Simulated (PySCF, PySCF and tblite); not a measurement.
A run on one conformer of C₇H₉N, numbered as in [CH3:1][CH2:2][c:3]1[cH:4][cH:5][cH:6][n:7][cH:8]1, from an ensemble study. The sound level was CAM-B3LYP/pcSseg-1 (IEF-PCM, chloroform) on GFN2-xTB geometries.

Input:

```
{"job": {"xc": "CAM-B3LYP", "basis": "pcSseg-1", "solvent": "acetonitrile", "scf": {"max_cycle": 51}, "kind": "nmr", "pop": false}, "charge": 0, "multiplicity": 1}
C     -4.233664     0.614858    -1.366489
C     -2.867925    -0.919877     0.669101
C     -0.092090    -0.347944     0.639162
C      1.574042    -1.692819    -0.882980
C      4.107919    -1.039221    -0.905134
C      4.888457     0.953831     0.606296
N      3.328924     2.252418     2.062959
C      0.916255     1.615241     2.070024
H     -6.247355     0.203669    -1.344271
H     -3.490694     0.157764    -3.228506
H     -3.969055     2.627534    -1.041454
H     -3.169096    -2.932668     0.323482
H     -3.655807    -0.451886     2.518097
H      0.889769    -3.239704    -2.031038
H      5.444780    -2.052258    -2.066068
H      6.846518     1.541498     0.661935
H     -0.284205     2.732300     3.296154
```

Command: OMP_NUM_THREADS=1 python ens_run.py task.json out

Output:

```
final grid: 137800 points
cycle   1  E = -322.6659845714  dE = -1.279e+00  |g| = 1.592e+00  |ddm| = 2.920e+00
cycle   2  E = -312.2044431768  dE =  1.046e+01  |g| = 4.792e+00  |ddm| = 4.417e+00
cycle   3  E = -321.6915118831  dE = -9.487e+00  |g| = 2.439e+00  |ddm| = 3.329e+00
cycle   4  E = -322.3390100767  dE = -6.475e-01  |g| = 2.073e+00  |ddm| = 2.541e+00
cycle   5  E = -323.6616031641  dE = -1.323e+00  |g| = 6.537e-01  |ddm| = 1.817e+00
cycle   6  E = -323.7402743435  dE = -7.867e-02  |g| = 4.876e-01  |ddm| = 7.165e-01
cycle   7  E = -323.8140580737  dE = -7.378e-02  |g| = 1.445e-01  |ddm| = 3.471e-01
cycle   8  E = -323.8162627386  dE = -2.205e-03  |g| = 1.729e-01  |ddm| = 2.167e-01
cycle   9  E = -323.8274310443  dE = -1.117e-02  |g| = 6.271e-02  |ddm| = 1.532e-01
cycle  10  E = -323.8299776865  dE = -2.547e-03  |g| = 2.344e-02  |ddm| = 8.003e-02
cycle  11  E = -323.8315264689  dE = -1.549e-03  |g| = 1.597e-02  |ddm| = 9.040e-02
cycle  12  E = -323.8321085765  dE = -5.821e-04  |g| = 1.313e-02  |ddm| = 5.188e-02
cycle  13  E = -323.8325718497  dE = -4.633e-04  |g| = 1.047e-02  |ddm| = 6.425e-02
cycle  14  E = -323.8327543383  dE = -1.825e-04  |g| = 4.418e-03  |ddm| = 4.615e-02
cycle  15  E = -323.8328002526  dE = -4.591e-05  |g| = 4.558e-03  |ddm| = 1.602e-02
cycle  16  E = -323.8328159858  dE = -1.573e-05  |g| = 3.375e-03  |ddm| = 6.380e-03
cycle  17  E = -323.8328669352  dE = -5.095e-05  |g| = 2.660e-03  |ddm| = 2.349e-02
cycle  18  E = -323.8328874185  dE = -2.048e-05  |g| = 2.335e-03  |ddm| = 1.333e-02
cycle  19  E = -323.8329153109  dE = -2.789e-05  |g| = 1.144e-03  |ddm| = 2.725e-02
cycle  20  E = -323.8329209440  dE = -5.633e-06  |g| = 6.188e-04  |ddm| = 9.980e-03
cycle  21  E = -323.8329231494  dE = -2.205e-06  |g| = 4.250e-04  |ddm| = 8.263e-03
cycle  22  E = -323.8329235657  dE = -4.163e-07  |g| = 3.757e-04  |ddm| = 3.962e-03
cycle  23  E = -323.8329238608  dE = -2.950e-07  |g| = 1.645e-04  |ddm| = 1.849e-03
cycle  24  E = -323.8329239754  dE = -1.147e-07  |g| = 1.559e-04  |ddm| = 9.647e-04
cycle  25  E = -323.8329241002  dE = -1.247e-07  |g| = 1.248e-04  |ddm| = 1.453e-03
cycle  26  E = -323.8329241373  dE = -3.712e-08  |g| = 9.624e-05  |ddm| = 6.703e-04
cycle  27  E = -323.8329241799  dE = -4.261e-08  |g| = 6.912e-05  |ddm| = 1.024e-03
cycle  28  E = -323.8329241876  dE = -7.701e-09  |g| = 4.071e-05  |ddm| = 1.862e-04
cycle  29  E = -323.8329241958  dE = -8.250e-09  |g| = 3.062e-05  |ddm| = 3.213e-04
cycle  30  E = -323.8329241995  dE = -3.667e-09  |g| = 2.302e-05  |ddm| = 1.502e-04
cycle  31  E = -323.8329242037  dE = -4.213e-09  |g| = 2.256e-05  |ddm| = 2.021e-04
cycle  32  E = -323.8329242056  dE = -1.909e-09  |g| = 1.931e-05  |ddm| = 1.206e-04
cycle  33  E = -323.8329242084  dE = -2.790e-09  |g| = 1.210e-05  |ddm| = 2.385e-04
cycle  34  E = -323.8329242091  dE = -6.715e-10  |g| = 9.306e-06  |ddm| = 8.272e-05
converged SCF energy = -323.8329242091

GIAO shielding tensors (ppm)
atom      isotropic    diamagn.    paramagn.     s11        s22        s33       span
  0 C     -359.540     257.456    -616.995   -434.904   -424.563   -219.152    215.753
  1 C     -844.297     258.409   -1102.705  -1322.930   -785.652   -424.308    898.622
  2 C    -4335.761     254.943   -4590.705 -11213.830  -1319.939   -473.515  10740.315
  3 C    -1837.674     254.477   -2092.151  -3770.020  -1053.141   -689.859   3080.161
  4 C    -1829.832     259.007   -2088.839  -2913.271  -1462.323  -1113.904   1799.367
  5 C    -1844.120     258.475   -2102.595  -3356.351  -1222.493   -953.517   2402.833
  6 N      266.587     315.657     -49.070  -8075.158  -2738.840  11613.760  19688.918
  7 C    -1551.460     255.988   -1807.448  -3115.728   -996.729   -541.923   2573.805
  8 H       19.319      18.493       0.826     13.392     21.576     22.989      9.597
  9 H       19.790      21.334      -1.544     16.491     19.414     23.466      6.975
 10 H       19.938      21.100      -1.163     16.282     20.167     23.365      7.083
 11 H       12.183      19.788      -7.606     -0.484     16.386     20.646     21.130
 12 H       12.360      19.529      -7.169     -1.580     17.800     20.859     22.440
 13 H       10.396      18.752      -8.356    -11.084     14.644     27.629     38.713
 14 H        9.403      18.120      -8.717     -5.037     14.402     18.844     23.881
 15 H        9.887      16.394      -6.507    -15.513     15.193     29.981     45.494
 16 H       16.607      17.068      -0.461     -4.883     15.330     39.374     44.257
```

**Question.** What is wrong with this calculation?

**Answer.** The setting at fault: coordinates scaled (wrong unit or factor). (The solvent model also differs from the sound level's.) The calculation finished and met its thresholds.
